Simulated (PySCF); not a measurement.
# Reading the logs of faulty runs: CGeH6NSi cation

These are calculations, not measurements. The program is PySCF 2.14.0, an open-source quantum chemistry code, run on an isolated molecule that a program drew, which may never have been made. The molecule is CGeH6NSi cation (charge +1, singlet), drawn as the SMILES string `[NH2][GeH+][CH]=[SiH2]`.

Each row is a Hartree-Fock (HF) and frozen-core CCSD(T) single point in the cc-pV(D+d)Z basis, meant for a local HF minimum. Run 1 is clean. Each other run has one planted mistake out of seven kinds, and not every kind appears here: one electron removed, one electron added, multiplicity raised by two, geometry at a saddle point, minimal basis STO-3G, one bond length entered in bohr, all coordinates scaled. The reference is restricted for singlets and unrestricted otherwise, and also for a bond in bohr. Adding or removing an electron swaps singlet and doublet. Electrons count all cores. HOMO and LUMO are orbital energies over both spins, the gradient is its largest component, and the lowest frequency (negative if imaginary) is given only where the gradient is small. Bond lengths are over the 9 bonds as drawn. T1 is the CCSD diagnostic: over 0.02 (restricted) or 0.045 (unrestricted) a single reference is doubtful. Germanium has the cc-pVDZ-PP basis, with a core potential (ECP10MDF) in place of its 10 inner electrons, and its 3s, 3p and 3d shells are frozen in CCSD(T).

Geometry of the clean run:
```xyz
10
CGeH6NSi cation, angstrom
N     0.0003   -2.0370   -1.5477
Ge   -0.6800   -0.4519   -1.2953
C     0.2941    0.9338   -0.5974
Si   -0.3355    2.5131   -0.3322
H     0.9496   -2.2766   -1.3285
H    -0.5280   -2.7996   -1.9300
H    -2.1287   -0.3443   -1.7046
H     1.3288    0.7225   -0.3442
H    -1.7271    2.8292   -0.6638
H     0.4755    3.5937    0.2267
```

| run | electrons | basis functions | <S^2> | HOMO (eV) | LUMO (eV) | gradient (hartree/bohr) | lowest frequency (cm^-1) | mean bond (Å) | longest bond (Å) | T1 | HF (hartree) | CCSD(T) (hartree) | mistake |
|---|---|---|---|---|---|---|---|---|---|---|---|---|---|
| 1 | 64 | 104 | 0.000 | -14.22 | -3.73 | 3.2e-05 | 99 | 1.4250 | 1.832 | 0.0176 | -677.86326 | -678.40452 | no fault |
| 2 | 64 | 104 | 0.000 | -14.44 | -3.63 | 2.3e-02 | - | 1.3922 | 1.790 | 0.0163 | -677.85710 | -678.39259 | all coordinates scaled |
| 3 | 63 | 104 | 0.783 | -20.59 | -11.68 | 7.8e-02 | - | 1.4250 | 1.832 | 0.0306 | -677.39599 | -677.89755 | one electron removed |
| 4 | 64 | 104 | 2.028 | -10.77 | -5.71 | 1.1e-01 | - | 1.4250 | 1.832 | 0.0255 | -677.76569 | -678.28142 | multiplicity raised by two |
| 5 | 65 | 104 | 0.975 | -5.28 | 2.67 | 3.8e-02 | - | 1.4250 | 1.832 | 0.0303 | -678.02865 | -678.58264 | ? |
| 6 | 64 | 104 | 1.334 | -11.31 | -5.78 | 2.1e-02 | - | 1.6061 | 3.462 | 0.0519 | -677.72408 | -678.24235 | ? |

**Which mistake was planted in run 5, and what did it cost?**

It counts 65 electrons, one more than the clean run, at the same geometry and basis. So the mistake is: one electron added. Subtracting run 1 and multiplying by 627.51 kcal/mol a hartree, the energy moved by -103.8 kcal/mol in HF and -111.8 kcal/mol in CCSD(T).

**Which mistake was planted in run 6, and what did it cost?**

The mean bond changes by a factor of 1.127 and the longest by 1.890, so the molecule wasn't scaled as a whole. A length L in bohr read as angstrom grows by (1/0.5292 - 1) L = 0.890 L. The 9 bonds together grew by 9 x 0.1811 = 1.630 Å, which gives L = 1.832 Å. That is bond Ge2-C3, 1.832 Å in the clean geometry. So the mistake is: one bond length entered in bohr. Subtracting run 1 and multiplying by 627.51 kcal/mol a hartree, the energy moved by 87.3 kcal/mol in HF and 101.8 kcal/mol in CCSD(T).

Cautions from the logs. Run 6: T1 is over the limit, so its CCSD(T) energy is less reliable.
